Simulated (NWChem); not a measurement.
# InF, singlet; SMILES [F][In]

```xyz
2

In     0.0000     0.0000    -0.3000
F      0.0000     0.0000     1.6965
```
Atoms are numbered in this order, from 1.

Low-valent species are run as closed-shell singlets; no triplet was tried in these runs. Coordinates come from a PBE0/def2-SVP optimisation. def2 effective core potentials on In; no spin-orbit coupling.

**Question.** List the 6 lowest vertical singlet excitations and the 6 lowest triplet ones from CAM-B3LYP/def2-SVPD with def2 effective core potentials on In, full TDDFT (NWChem).

**Answer.** 
| state | energy (eV) | oscillator strength | leading excitation (squared amplitude) |
|---|---|---|---|
| S1 | 5.31 | 0.243 | HOMO → LUMO (0.98) |
| S2 | 5.31 | 0.243 | HOMO → LUMO+1 (0.98) |
| S3 | 6.81 | 0.000 | HOMO−2 → LUMO+1 (0.49) |
| S4 | 6.87 | 0.308 | HOMO → LUMO+2 (0.73) |
| S5 | 6.88 | 0.000 | HOMO−2 → LUMO (0.49) |
| S6 | 6.88 | 0.000 | HOMO−2 → LUMO+1 (0.49) |
| T1 | 3.71 | spin-forbidden | HOMO → LUMO (0.98) |
| T2 | 3.71 | spin-forbidden | HOMO → LUMO+1 (0.98) |
| T3 | 5.75 | spin-forbidden | HOMO → LUMO+2 (0.89) |
| T4 | 6.51 | spin-forbidden | HOMO−2 → LUMO (0.48) |
| T5 | 6.64 | spin-forbidden | HOMO−2 → LUMO (0.48) |
| T6 | 6.64 | spin-forbidden | HOMO−2 → LUMO+1 (0.48) |
